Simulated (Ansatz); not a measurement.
`C[N](C)[Ga]([Cl])[N](C)C`, charge 0, multiplicity 1.

**Question.** Give a relaxed structure at PBE0-D4/def2-TZVP (Ansatz 0.2.0). (An estimate is asked.)

**Answer.** Ansatz gave: 
Z-matrix (Å, degrees):
```
C
N 1 1.440
H 1 1.091 2 111.5
H 1 1.100 2 110.9 3 119.3
H 1 1.100 2 112.0 3 -121.0
Ga 2 1.810 1 124.6 3 5.7
C 2 1.441 1 113.2 3 -174.3
Cl 6 2.152 2 115.9 1 -167.8
N 6 1.810 2 128.2 1 12.2
H 7 1.100 2 111.2 1 58.2
H 7 1.100 2 111.5 1 -61.6
H 7 1.091 2 110.9 1 178.1
C 9 1.440 6 124.6 2 12.2
C 9 1.441 6 122.2 2 -167.8
H 13 1.100 9 112.0 6 -115.3
H 13 1.091 9 111.5 6 5.7
H 13 1.100 9 110.9 6 125.1
H 14 1.091 9 110.9 6 -1.9
H 14 1.100 9 111.2 6 -121.9
H 14 1.100 9 111.5 6 118.4
```
Point group C2.
This is one stationary point; other conformers may exist.
